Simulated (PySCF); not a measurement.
**Field gradients at the hydrogen positions**

Species: C₇H₈F₃ (charge +1).
Atom-mapped SMILES: `[CH2:1]=[CH:2][C+:3]([CH3:4])[CH2:5][C:6]([F:7])=[C:8]([F:9])[F:10]` (hydrogens: H11, H12 on C1; H13 on C2; H14, H15, H16 on C4; H17, H18 on C5)

Geometry (PBE0-D3(BJ)/def2-SVP, Å), atoms numbered from 1 in this order:
```
atom  x, y, z in Å
C1    -0.904    1.289    1.738
C2    -1.236    0.703    0.563
C3    -0.573   -0.435    0.000
C4    -1.204   -1.127   -1.139
C5     0.714   -0.960    0.511
C6     1.489   -0.294   -0.585
F7     1.735   -1.001   -1.668
C8     1.865    1.009   -0.571
F9     2.468    1.590   -1.538
F10    1.664    1.765    0.460
H11   -0.064    0.958    2.355
H12   -1.491    2.127    2.124
H13   -2.100    1.081    0.009
H14   -1.883   -1.886   -0.697
H15   -0.489   -1.678   -1.763
H16   -1.825   -0.459   -1.751
H17    0.820   -2.049    0.426
H18    1.006   -0.624    1.513
```

Level: PBE0/pcSseg-1 (PySCF, non-relativistic); Q(2H) = 0.00286 b; rigid geometry, the same for H and D, with no vibrational averaging.

Question: Rank these positions by the coupling χzz of a deuteron there, largest first.
A. H14 (methyl hydrogen)
B. H13 (hydrogen on carbon)
C. H17 (methylene hydrogen)

Answer: B (194 kHz), C (188 kHz), A (182 kHz).

Give the electric field gradient Vzz (the principal value of largest size), its asymmetry and the 2H coupling at each hydrogen.

```tsv
atom	bonded to	bond length (Å)	Vzz (au)	η	χzz (kHz)
H11	C1	1.093	0.2940	0.02	198
H12	C1	1.094	0.2887	0.00	194
H13	C2	1.094	0.2886	0.10	194
H14	C4	1.110	0.2715	0.04	182
H15	C4	1.098	0.2816	0.06	189
H16	C4	1.098	0.2855	0.05	192
H17	C5	1.098	0.2801	0.00	188
H18	C5	1.096	0.2879	0.01	194
```

How does χzz go with the bond length over the 8 C–H bonds?

A straight-line fit has a slope of -8.0 kHz for each 0.01 Å, with a correlation coefficient of -0.93, over lengths from 1.093 to 1.110 Å. The longer bonds have the smaller couplings here.

One conformer (not necessarily the lowest) at the PBE0-D3(BJ)/def2-SVP geometry, without solvent, vibrations or thermal averaging. With so small a basis the couplings can be 20 % off.
